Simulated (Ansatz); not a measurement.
Basis-set series for AlClH₆SSi₂. Charge 0, multiplicity 1. The bonds changed during the relaxation, so this is another structure than the one it started from. Geometry: relaxed with PBE0-D4/def2-TZVP. It is one conformer, not always the lowest.

```xyz
11

Si   -1.118    0.881   -1.594
Si   -0.465    0.405    0.598
S     1.827    0.300    0.393
Al    0.564   -1.660    1.229
Cl    0.558   -3.132   -0.284
H    -0.487   -0.119   -2.493
H    -2.598    0.773   -1.695
H    -0.697    2.249   -1.997
H    -0.686    1.575    1.495
H     2.075    0.711    1.649
H     1.027   -1.982    2.699
```

| functional | basis | functions | energy (Eh) | HOMO (eV) | LUMO (eV) |
| --- | --- | --- | --- | --- | --- |
| PBE0-D4 | def2-TZVPP | 294 | -1682.92352 | -6.99 | -1.28 |
| PBE0-D4 | def2-QZVPP | 530 | -1682.97557 | -7.00 | -1.35 |
| ωB97M-V | def2-TZVPP | 294 | -1683.44318 | -8.90 | 0.51 |
| ωB97M-V | def2-QZVPP | 530 | -1683.49272 | -8.92 | 0.31 |

(1) Give the rows for def2-SVP. (An estimate is asked.)

Results:

(1) Computed: 
```json
{"functional": "PBE0-D4", "basis": "def2-SVP", "functions": "120", "energy (Eh)": "-1682.33859", "HOMO (eV)": "-7.02", "LUMO (eV)": "-1.14"}
{"functional": "ωB97M-V", "basis": "def2-SVP", "functions": "120", "energy (Eh)": "-1682.86018", "HOMO (eV)": "-8.90", "LUMO (eV)": "0.77"}
```

Positive LUMOs are unbound and depend on the basis.
